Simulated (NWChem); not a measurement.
# A calculation on BeCl (+1)

SMILES: [Be+][Cl]
```xyz
2

Be     0.0000     0.0000    -1.4219
Cl     0.0000     0.0000     0.3346
```
Charge +1, spin multiplicity 1.

All runs are NWChem calculations. Structure: optimised with B3LYP/def2-SVP, a minimum by its harmonic frequencies.

Static limit.

B3LYP has NWChem's definition, with VWN1-RPA local correlation. The spin multiplicity of the parent species was assumed, not shown to be that of its ground state. The structure started from a generated list of species.

Q: Give the polarisability tensor in bohr³ at B3LYP/def2-SVPD, VWN1-RPA local correlation, in the frame of the coordinates, and its isotropic mean.

A: 
```
18.69   0.00   0.00
 0.00  18.69   0.00
 0.00   0.00  27.30
```
Mean (one third of the trace): 21.56 bohr³.
